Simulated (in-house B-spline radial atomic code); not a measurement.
A fraction x of an electron is moved 3d → 4f in Br3+, starting from [Ar] 3d10 4s2 4p2 and keeping the highest spin. Computed with a radial B-spline atomic code at the basis-set limit: scalar-relativistic (X2C) BHandHLYP, spin-polarised, spherical fractional occupations, Fermi nucleus of rms radius 4.1629 fm.

Caution: exact exchange at fractional occupations of open shells leaves self-interaction of up to several eV.

| x | E(x) - E(0) (eV) | 3d down level (eV) | 4f up level (eV) |
| --- | --- | --- | --- |
| 0 | 0.0000 | -114.988 | - |
| 0.125 | 13.3850 | -117.210 | -9.189 |
| 0.25 | ? | ? | ? |
| 0.375 | 40.8694 | -121.619 | -9.760 |
| 0.5 | ? | ? | ? |
| 0.625 | 69.3134 | -125.971 | -10.284 |
| 0.75 | 83.8932 | -128.124 | -10.537 |
| 0.875 | 98.7097 | -130.260 | -10.785 |
| 1 | 113.7614 | -132.379 | -11.029 |

Q: What belongs in the row x = 0.25?

A: An energy change of 27.0072 eV; 3d down at -119.421 eV, 4f up at -9.484 eV.

Q: What belongs in the row x = 0.5?

A: An energy change of 54.9718 eV; 3d down at -123.803 eV, 4f up at -10.026 eV.

Q: Check Janak's theorem between x = 0.625 and 0.75.

A: The slope of the energy is 116.64 eV; the orbital levels give 116.64 eV (ε of the receiving orbital less ε of the emptying one, averaged over the two points).
